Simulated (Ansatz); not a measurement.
Input for Ansatz (a program for electronic structure): SC-NEVPT2 on SA-CASSCF(4,5)/cc-pVQZ on GaH (SMILES [GaH]), 2S+1 = 3, a spin state set in the input, which need not be the lowest.

Ansatz 0.2 input:
```yaml
crystal:
  periodic: [false, false, false]
  atoms:
    - {symbol: Ga, position_ang: [-0.00000000, -0.00000000, -0.05278339]}
    - {symbol: H, position_ang: [0.00000000, 0.00000000, 1.63628517]}
basis:
  gaussian:
    orbitals: cc-pVQZ
magnetization: {spin_polarized: false, initial_magnetization: 2}
correlation: {method: sc_nevpt2, electrons: outside_noble_gas, active_space: {window: {electrons: 4, orbitals: 5}, states: [{multiplicity: 1, weights: [1]}, {multiplicity: 3, weights: [1]}]}}
output: {orbitals: {seedname: ./end}}
```

Program output:

```
WARN ansatz: RAYON_NUM_THREADS=2 ignored (pool sized by the plan → 2); use --threads N
Functional definition: HF
integrals: 0.06 GiB planned
1112 factors; integrals over basis functions are off by at most 2.5e-7 eV
mean field: 0.36 GiB planned
mean field evaluation 1: about -52348.0748 eV, gradient 5.6e0 eV
mean field evaluation 2: about -52348.0859 eV, gradient 5.5e0 eV
mean field evaluation 4: about -52348.6940 eV, gradient 1.7e0 eV
mean field evaluation 8: about -52348.7977 eV, gradient 4.7e-1 eV
mean field evaluation 16: about -52347.8908 eV, gradient 5.8e0 eV
mean field evaluation 32: about -52348.8082 eV, gradient 9.2e-6 eV
mean field -52348.80819172 eV, -1923.7832177490 hartree, gradient 9.2e-6 eV, S^2 2.000000; 2 other end points of the search recorded, 0 dependent functions left out
reference -52348.80819172 eV, -1923.7832177490 hartree; 17, 15 occupied and 81, 83 virtual orbitals, 1112 factors
configuration interaction: 0.27 GiB planned
configuration interaction: 0.00 GiB planned
state -52351.39236306 eV, -1923.8781842942 hartree
state -52351.39236306 eV, -1923.8781842942 hartree; corrected -52352.27062826 eV, -1923.9104599451 hartree
configuration interaction: 0.00 GiB planned
state -52349.39190943 eV, -1923.8046689794 hartree
state -52349.39190943 eV, -1923.8046689794 hartree; corrected -52350.21479285 eV, -1923.8349093871 hartree
Total energy: -52351.24271056 eV, -1923.8726846661 hartree
```

The calculation finished and met its thresholds. The last total energy is the mean of the averaged states.

Cost: about 9 core-seconds (a rough figure).
